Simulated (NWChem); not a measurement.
System: BNH4O; SMILES NBO

The following NWChem deck was run.

```
start job
memory heap 200 mb stack 900 mb global 1100 mb
geometry units angstroms noautoz
  B     -0.491709    -0.057021     0.000000
  H     -1.701693    -0.069952     0.000000
  O      0.134649    -1.270249     0.000000
  H      1.095013    -1.213719     0.000000
  N      0.180534     1.178576     0.000000
  H     -0.324386     2.053198     0.000000
  H      1.185835     1.293574     0.000000
end
basis spherical
  B library aug-cc-pvdz
  H library aug-cc-pvdz
  O library aug-cc-pvdz
  N library aug-cc-pvdz
end
dft
  xc bhlyp
  iterations 150
end
tddft
  cis
  nroots 8
  notriplet
end
task tddft energy
```

NWChem printed, in part:

```
             Northwest Computational Chemistry Package (NWChem) 7.3.0
             --------------------------------------------------------

 CS  symmetry detected

                             Geometry "geometry" -> ""
                             -------------------------

 Output coordinates in angstroms (scale by  1.889725989 to convert to a.u.)

  No.       Tag          Charge          X              Y              Z
 ---- ---------------- ---------- -------------- -------------- --------------
    1 B                    5.0000    -0.49720346    -0.05352659     0.00000000
    2 H                    1.0000    -1.70712252    -0.07153624     0.00000000
    3 O                    8.0000     0.13424140    -1.26411484     0.00000000
    4 H                    1.0000     1.09435966    -1.20355433     0.00000000
    5 N                    7.0000     0.16984735     1.18488118     0.00000000
    6 H                    1.0000    -0.33873932     2.05737614     0.00000000
    7 H                    1.0000     1.17465681     1.30409780     0.00000000

 Effective nuclear repulsion energy (a.u.)      67.5389212787

      Symmetry information
      --------------------

 Group name             Cs
 Group number              2
 Group order               2
 No. of unique centers     7

                                 NWChem DFT Module
                                 -----------------

 Summary of "ao basis" -> "ao basis" (spherical)
 ------------------------------------------------------------------------------
       Tag                 Description            Shells   Functions and Types
 ---------------- ------------------------------  ------  ---------------------
 B                        aug-cc-pvdz                9       23   4s3p2d
 H                        aug-cc-pvdz                5        9   3s2p
 O                        aug-cc-pvdz                9       23   4s3p2d
 N                        aug-cc-pvdz                9       23   4s3p2d

      Symmetry analysis of basis
      --------------------------

        a'         76
        a"         29

            General Information
            -------------------
          SCF calculation type: DFT
          Wavefunction type:  closed shell.
          No. of atoms     :     7
          No. of electrons :    24
           Alpha electrons :    12
            Beta electrons :    12
          Charge           :     0
          Spin multiplicity:     1
          Use of symmetry is: off; symmetry adaption is: on
          Maximum number of iterations: 150
          AO basis - number of functions:   105
                     number of shells:    47
          Convergence on energy requested:  1.00D-06
          Convergence on density requested:  1.00D-05
          Convergence on gradient requested:  5.00D-04

              XC Information
              --------------
                        BHLYP Method XC Functional
                     Hartree-Fock (Exact) Exchange  0.500
                        Slater Exchange Functional  0.500 local
                    Becke 1988 Exchange Functional  0.500 non-local
              Lee-Yang-Parr Correlation Functional  1.000

             Grid Information
             ----------------
          Grid used for XC integration:  medium
          Radial quadrature: Mura-Knowles
          Angular quadrature: Lebedev.
          Tag              B.-S. Rad. Rad. Pts. Rad. Cut. Ang. Pts.
          ---              ---------- --------- --------- ---------
          B                   0.85       49          13.0       434
          H                   0.35       45          14.0       434
          O                   0.60       49          13.0       434
          N                   0.65       49          12.0       434
          Grid pruning is: on
          Number of quadrature shells:   327
          Spatial weights used:  Erf1

      Superposition of Atomic Density Guess
      -------------------------------------

 Sum of atomic energies:        -155.59999747

      Non-variational initial energy
      ------------------------------

 Total energy =    -156.971678
 1-e energy   =    -344.030597
 2-e energy   =     119.519998
 HOMO         =      -0.383350
 LUMO         =       0.016866

      Symmetry analysis of molecular orbitals - initial
      -------------------------------------------------

  Numbering of irreducible representations:

     1 a'          2 a"

  Orbital symmetries:

     1 a'          2 a'          3 a'          4 a'          5 a'
     6 a'          7 a'          8 a'          9 a"         10 a'
    11 a'         12 a"         13 a'         14 a'         15 a"
    16 a'         17 a'         18 a'         19 a"         20 a'
    21 a'         22 a'

   convergence    iter        energy       DeltaE   RMS-Dens  Diis-err
 ---------------- ----- ----------------- --------- --------- ---------
 d= 0,ls=0.0,diis     1   -157.2031642215 -2.25D+02  8.79D-03  5.09D-01
 d= 0,ls=0.0,diis     2   -157.2300527598 -2.69D-02  2.71D-03  3.74D-01
 d= 0,ls=0.0,diis     3   -157.2635483172 -3.35D-02  6.49D-04  1.24D-02
 d= 0,ls=0.0,diis     4   -157.2646506228 -1.10D-03  1.83D-04  1.10D-03
 d= 0,ls=0.0,diis     5   -157.2647530860 -1.02D-04  5.32D-05  1.27D-04
  Resetting Diis
 d= 0,ls=0.0,diis     6   -157.2647668087 -1.37D-05  8.83D-06  9.67D-07
 d= 0,ls=0.0,diis     7   -157.2647669742 -1.66D-07  3.24D-06  6.86D-08

         Total DFT energy =     -157.264766974239
      One electron energy =     -347.329274241989
           Coulomb energy =      143.573731417101
    Exchange-Corr. energy =      -21.048145428065
 Nuclear repulsion energy =       67.538921278714

 Numeric. integr. density =       24.000000648056

                  Occupations of the irreducible representations
                  ----------------------------------------------

                     irrep           alpha         beta
                     --------     --------     --------
                     a'               10.0         10.0
                     a"                2.0          2.0

                       DFT Final Molecular Orbital Analysis
                       ------------------------------------

 Vector   10  Occ=2.000000D+00  E=-4.397449D-01  Symmetry=a"
              MO Center=  8.3D-02, -8.2D-01,  4.4D-11, r^2= 1.4D+00
   Bfn.  Coefficient  Atom+Function         Bfn.  Coefficient  Atom+Function
  ----- ------------  ---------------      ----- ------------  ---------------
    39      0.537144  3 O  pz                42      0.362426  3 O  pz
     7      0.214220  1 B  pz                71      0.184111  5 N  pz
    74      0.124113  5 N  pz                45      0.065600  3 O  pz
    10      0.039833  1 B  pz

[...]

                                NWChem TDDFT Module
                                -------------------

            General Information
            -------------------
           No. of orbitals :     210
            Alpha orbitals :     105
             Beta orbitals :     105
        Alpha frozen cores :       0
         Beta frozen cores :       0
     Alpha frozen virtuals :       0
      Beta frozen virtuals :       0
         Spin multiplicity :       1
    Number of AO functions :     105
        Use of symmetry is : off
      Symmetry adaption is : on
         Schwarz screening :  0.10D-07

              XC Information
              --------------
                 BHLYP Method XC Functional
              Hartree-Fock (Exact) Exchange   0.50
                 Slater Exchange Functional   0.50 local
             Becke 1988 Exchange Functional   0.50 non-local
       Lee-Yang-Parr Correlation Functional   1.00

             TDDFT Information
             -----------------
          Calculation type : Tamm-Dancoff TDDFT
         Wavefunction type : Restricted singlets
          No. of electrons :      24
           Alpha electrons :      12
            Beta electrons :      12
              No. of roots :       8
          Max subspacesize :    5600
            Max iterations :     100
               Target root :       1
           Target symmetry : none
      Symmetry restriction : off
                 Algorithm : Optimal
        Davidson threshold :  0.10D-03

    8 smallest eigenvalue differences (eV)
--------------------------------------------------------
  No. Spin  Occ  Vir  Irrep   E(Occ)    E(Vir)   E(Diff)
--------------------------------------------------------
    1    1   12   13 a"       -0.343    -0.001     9.320
    2    1   12   14 a"       -0.343     0.021     9.905
    3    1   12   15 a"       -0.343     0.035    10.282
    4    1   12   16 a'       -0.343     0.039    10.396
    5    1   12   17 a"       -0.343     0.056    10.849
    6    1   11   13 a'       -0.403    -0.001    10.955
    7    1   12   18 a"       -0.343     0.063    11.043
    8    1   12   19 a"       -0.343     0.078    11.472
--------------------------------------------------------

  Entering Davidson iterations
  Restricted singlet excited states

  Iter   NTrls   NConv    DeltaV     DeltaE      Time
  ----  ------  ------  ---------  ---------  ---------
    1      8       0     0.83E-01   0.10+100       33.4
    2     16       0     0.35E-01   0.92E-02       32.9
    3     24       0     0.16E-01   0.22E-02       35.3
    4     32       0     0.16E-01   0.15E-02       37.3
    5     40       1     0.11E-01   0.13E-02       37.0
    6     47       4     0.39E-01   0.37E-02       35.6
    7     51       5     0.15E-01   0.27E-02       30.5
    8     54       5     0.68E-02   0.51E-03       29.3
    9     57       6     0.40E-02   0.13E-03       29.0
   10     59       6     0.11E-02   0.21E-04       27.3
   11     61       7     0.28E-03   0.11E-05       27.6
   12     62       8     0.75E-04   0.68E-07       25.6
  ----  ------  ------  ---------  ---------  ---------
  Convergence criterion met

  Ground state a'       -157.264766974239 a.u.

  ----------------------------------------------------------------------------
  Root   1 singlet a"             0.248268671 a.u.                6.7557 eV
  ----------------------------------------------------------------------------
     Transition Moments    X -0.00000   Y -0.00000   Z -0.37567
     Dipole Oscillator Strength                    0.0233580950
     Electric Quadrupole                           0.0000002423
     Magnetic Dipole                               0.0000005241
     Total Oscillator Strength                     0.0233588614

     Occ.   10  a"  ---  Virt.   14  a'      -0.06520
     Occ.   12  a"  ---  Virt.   13  a'      -0.95518
     Occ.   12  a"  ---  Virt.   14  a'      -0.08207
     Occ.   12  a"  ---  Virt.   15  a'       0.05450
     Occ.   12  a"  ---  Virt.   19  a'       0.12370
     Occ.   12  a"  ---  Virt.   20  a'      -0.11457
     Occ.   12  a"  ---  Virt.   22  a'       0.18237
  ----------------------------------------------------------------------------
  Root   2 singlet a"             0.279304484 a.u.                7.6003 eV
  ----------------------------------------------------------------------------
     Transition Moments    X -0.00000   Y  0.00000   Z  0.31161
     Dipole Oscillator Strength                    0.0180805019
     Electric Quadrupole                           0.0000000532
     Magnetic Dipole                               0.0000000208
     Total Oscillator Strength                     0.0180805760

     Occ.   10  a"  ---  Virt.   13  a'       0.12152
     Occ.   12  a"  ---  Virt.   13  a'      -0.07590
     Occ.   12  a"  ---  Virt.   14  a'       0.93561
     Occ.   12  a"  ---  Virt.   15  a'      -0.05103
     Occ.   12  a"  ---  Virt.   17  a'       0.09844
     Occ.   12  a"  ---  Virt.   18  a'       0.09931
     Occ.   12  a"  ---  Virt.   20  a'      -0.12500
     Occ.   12  a"  ---  Virt.   22  a'      -0.12943
     Occ.   12  a"  ---  Virt.   24  a'       0.15797
     Occ.   12  a"  ---  Virt.   25  a'      -0.08216
  ----------------------------------------------------------------------------
  Root   3 singlet a"             0.300171161 a.u.                8.1681 eV
  ----------------------------------------------------------------------------
     Transition Moments    X -0.00000   Y  0.00000   Z -0.12445
     Dipole Oscillator Strength                    0.0030992205
     Electric Quadrupole                           0.0000001295
     Magnetic Dipole                               0.0000002891
     Total Oscillator Strength                     0.0030996391

     Occ.   10  a"  ---  Virt.   13  a'      -0.15373
     Occ.   10  a"  ---  Virt.   14  a'       0.10528
     Occ.   10  a"  ---  Virt.   20  a'      -0.05460
     Occ.   12  a"  ---  Virt.   15  a'       0.86279
     Occ.   12  a"  ---  Virt.   17  a'       0.32950
     Occ.   12  a"  ---  Virt.   19  a'      -0.12841
     Occ.   12  a"  ---  Virt.   20  a'      -0.10101
     Occ.   12  a"  ---  Virt.   24  a'      -0.08365
     Occ.   12  a"  ---  Virt.   25  a'      -0.23867
  ----------------------------------------------------------------------------
  Root   4 singlet a'             0.314081839 a.u.                8.5466 eV
  ----------------------------------------------------------------------------
     Transition Moments    X  0.09878   Y  0.20908   Z -0.00000
     Dipole Oscillator Strength                    0.0111962392
     Electric Quadrupole                           0.0000002028
     Magnetic Dipole                               0.0000000873
     Total Oscillator Strength                     0.0111965294

     Occ.   11  a'  ---  Virt.   13  a'      -0.08706
     Occ.   12  a"  ---  Virt.   16  a"       0.97198
     Occ.   12  a"  ---  Virt.   21  a"       0.11736
     Occ.   12  a"  ---  Virt.   23  a"       0.09182
     Occ.   12  a"  ---  Virt.   27  a"       0.05319
  ----------------------------------------------------------------------------
  Root   5 singlet a'             0.325871062 a.u.                8.8674 eV
  ----------------------------------------------------------------------------
     Transition Moments    X  0.16777   Y -0.33052   Z  0.00000
     Dipole Oscillator Strength                    0.0298471794
     Electric Quadrupole                           0.0000003178
     Magnetic Dipole                               0.0000006623
     Total Oscillator Strength                     0.0298481594

     Occ.    9  a'  ---  Virt.   13  a'       0.15397
     Occ.    9  a'  ---  Virt.   14  a'      -0.10977
     Occ.    9  a'  ---  Virt.   20  a'       0.05152
     Occ.    9  a'  ---  Virt.   24  a'      -0.05501
     Occ.   11  a'  ---  Virt.   13  a'       0.75611
     Occ.   11  a'  ---  Virt.   15  a'       0.12707
     Occ.   11  a'  ---  Virt.   19  a'      -0.10857
     Occ.   11  a'  ---  Virt.   20  a'       0.05156
     Occ.   11  a'  ---  Virt.   22  a'      -0.07573
     Occ.   11  a'  ---  Virt.   24  a'      -0.05013
     Occ.   12  a"  ---  Virt.   16  a"       0.15275
     Occ.   12  a"  ---  Virt.   21  a"      -0.54896
     Occ.   12  a"  ---  Virt.   23  a"       0.06472
  ----------------------------------------------------------------------------
  Root   6 singlet a"             0.332099153 a.u.                9.0369 eV
  ----------------------------------------------------------------------------
     Transition Moments    X  0.00000   Y  0.00000   Z -0.10395
     Dipole Oscillator Strength                    0.0023923039
     Electric Quadrupole                           0.0000000247
     Magnetic Dipole                               0.0000000172
     Total Oscillator Strength                     0.0023923459

[...]
```

Level: BHandHLYP/aug-cc-pVDZ, TDA. Geometry: optimised at PBE0/def2-SVP.
